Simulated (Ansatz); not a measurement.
Consider the formal hydrolysis of the Al–Si bond: `C[BH][AlH][SiH2]C` + H₂O → `C[BH][AlH][OH]` + `C[SiH3]`.

Isolated molecules relaxed with PBE0-D4/def2-TZVP in Ansatz; ΔE leaves out vibrations. CBS: MP2 limit from def2 TZ/QZ plus the TZ coupled-cluster correction, frozen cores. This one scheme is used for every species. Functionals use def2-TZVPP. B3LYP here is the variant with VWN-RPA as its local correlation; programs differ in this. One conformer a species, not always the lowest.

Task: Is it downhill or uphill in electronic energy at CCSD(T)/CBS, and by how much? (Estimate.)

Result: Ansatz gave: Downhill: ΔE = -33.1 kcal/mol.

Task: What do these levels give: PBE0-D4, B3LYP-D4, ωB97X-V, r2SCAN, HF/def2-TZVPP, MP2/def2-TZVPP, SCS-MP2/def2-TZVPP, CCSD(T)/def2-TZVPP, HF/def2-QZVPP, SCS-MP2/def2-QZVPP, MP2/CBS(def2), CCSD/CBS(def2)? (An estimate is asked.)

Result: Ansatz gave: PBE0-D4 -29.2, B3LYP-D4 -34.1, ωB97X-V -33.9, r2SCAN -33.1, HF/def2-TZVPP -38.5, MP2/def2-TZVPP -35.8, SCS-MP2/def2-TZVPP -36.6, CCSD(T)/def2-TZVPP -33.5, HF/def2-QZVPP -38.8, SCS-MP2/def2-QZVPP -36.5, MP2/CBS(def2) -35.4, CCSD/CBS(def2) -33.8 kcal/mol.

Largest T1 diagnostic among the species: 0.012.

In def2-TZVPP, CCSD(T) changes the Hartree–Fock value by +5.0 kcal/mol (the triples alone add +0.7 kcal/mol) and MP2 by +2.7 kcal/mol. From PBE to PBE0 (25 % exact exchange), in def2-TZVPP and without D4, ΔE moves by −1.0 kcal/mol.
